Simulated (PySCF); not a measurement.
Excitation energy of P+ by level of theory

P+ [Ne] 3s2 3p2 (3P) → P+ [Ne] 3s1 3p3 (5S), as a difference of total energies. All numbers are calculated (PySCF 2.14, no relativity, point nucleus, in aug-cc-pV(T+d)Z). Correlated levels: valence: [Ne] frozen. The calculations carry no spin-orbit coupling.

| method | excitation energy (eV) | error (eV) |
| --- | --- | --- |
| UHF | 3.897 | -1.730 |
| MP2 (valence) | 4.973 | -0.654 |
| SCS-MP2 (valence) | 5.488 | -0.139 |
| CCSD (valence) | 5.290 | -0.337 |
| CCSD(T) (valence) | 5.342 | -0.285 |

Reference: 5.627 eV (measured; NIST levels, between the centres of gravity of the two terms).

Errors of the correlated levels include the incompleteness of this basis and the frozen core.
